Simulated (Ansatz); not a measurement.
Ansatz results at the PBE0-D4/def2-TZVP geometry: HOMO energy (PBE0/def2-TZVPP) -8.35 eV; ideal-gas entropy at 298 K and 1 bar (rigid rotor, harmonic PBE0-D4/def2-TZVP) 279 J/(mol·K); HOMO energy (B3LYP/def2-TZVPP) -8.16 eV.

Task: Which molecule gave them?
A. `C[S+](C)[In-]([OH])([OH])[OH]`
B. `[OH2+][In-]([Cl])([Cl])[Cl]`
C. `C[O+](C)[GaH3-]`
D. `[BH3-][SeH2+]`

Result: D. The others give `C[S+](C)[In-]([OH])([OH])[OH]`: -7.59, 487, -7.36; `C[O+](C)[GaH3-]`: -7.61, 357, -7.42; `[OH2+][In-]([Cl])([Cl])[Cl]`: -8.97, 414, -8.67.

B3LYP here is the variant with VWN-RPA as its local correlation; programs differ in this.
